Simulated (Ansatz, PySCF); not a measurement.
Input for Ansatz (an electronic-structure program):
Ansatz 0.2 input:
```yaml
crystal:
  periodic: [false, false, false]
  atoms:
    - {symbol: Cr, position_ang: [0.02076939, -0.01910847, 0.01855706]}
    - {symbol: O, position_ang: [1.47023574, -0.30501994, -0.40978795]}
    - {symbol: O, position_ang: [-0.42309097, -0.65838513, 1.34539195]}
    - {symbol: F, position_ang: [-0.98618039, 0.90731598, -0.88113348]}
basis:
  gaussian:
    orbitals: STO-3G
hamiltonian:
  xc: {name: wB97X}
magnetization: {spin_polarized: true, initial_magnetization: 1}
accuracy: high
```

### Question
Write the same job for PySCF.

### Answer
One answer among several that fit: 
```python
from pyscf import gto, scf, dft

mol = gto.M(
    atom='''
Cr    0.020769   -0.019108    0.018557
O     1.470236   -0.305020   -0.409788
O    -0.423091   -0.658385    1.345392
F    -0.986180    0.907316   -0.881133
''',
    basis='sto-3g',
    charge=0,
    spin=1,
    verbose=4,
)

mf = dft.UKS(mol)
mf.xc = 'wb97x'
mf.grids.atom_grid = (99, 590)
mf.grids.prune = None
mf.kernel()
```

Both were run: Ansatz gave -1280.372599 Eh and PySCF -1280.372580 Eh, 0.018 mEh apart.
